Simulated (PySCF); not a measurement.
An unknown gives this computed stick spectrum. Level of theory: PySCF, TDDFT CAM-B3LYP/def2-SVPD, vertical, gas phase, core orbitals frozen in the response. Geometries: PBE0-D3(BJ)/def2-SVP, one conformer each.

| state | E (eV) | f |
| --- | --- | --- |
| S1 | 4.50 | 0.028 |
| S2 | 5.47 | 0.0073 |
| S3 | 6.01 | 0.0001 |
| S4 | 6.33 | 0.019 |
| S5 | 6.91 | 0.0008 |
| S6 | 6.93 | 0.031 |
| S7 | 7.05 | 0.460 |
| S8 | 7.22 | 0.0047 |
| S9 | 7.34 | 0.034 |
| S10 | 7.64 | 0.0092 |

Orbital energies (eV): HOMO-3 -11.64, HOMO-2 -11.35, HOMO-1 -10.58, HOMO -7.10, LUMO 0.64, LUMO+1 1.02, LUMO+2 1.71.

Question: Which candidate is it? All have the formula C6H6F2.
A. `FC1=CCC=C[C@@H]1F`
B. `FC1(F)C=C[C@@H]2C[C@@H]21`
C. `C=C/C=C/C=C(F)F`
D. `F/C=C1C=C\1CCF`

Answer: D. Its S1, at 4.50 eV, is the lowest among the candidates; the nearest of the others has S1 at 4.95 eV. S1 is HOMO→LUMO (97%). Löwdin shares by element: HOMO carbon 69% or more, fluorine 13% or more (atoms not listed hold the other 17%); LUMO carbon 75% or more, hydrogen 8% or more (atoms not listed hold the other 17%). At the same level the other candidates give, for their lowest levels:
- `C=C/C=C/C=C(F)F`: 4.95 eV (f 1.124); 6.08 eV (f 0.002); 6.29 eV (f 0.000); 6.61 eV (f 0.004); 6.63 eV (f 0.003); T1 2.54 eV; HOMO -7.43, LUMO -0.43 eV
- `FC1=CCC=C[C@@H]1F`: 6.58 eV (f 0.053); 6.78 eV (f 0.016); 7.07 eV (f 0.081); 7.22 eV (f 0.004); 7.44 eV (f 0.018); T1 4.28 eV; HOMO -8.86, LUMO 0.76 eV
- `FC1(F)C=C[C@@H]2C[C@@H]21`: 6.31 eV (f 0.102); 7.45 eV (f 0.011); 7.48 eV (f 0.064); 7.67 eV (f 0.019); 7.99 eV (f 0.026); T1 4.07 eV; HOMO -8.96, LUMO 0.56 eV

Shape of the structure used: `[F:1]/[CH:2]=[C:3]1[CH:4]=[C:5]\1[CH2:6][CH2:7][F:8]`: C4–C5–C6–C7 7°, C5–C6–C7–F8 -59°.
Triplets come from the Tamm–Dancoff approximation.
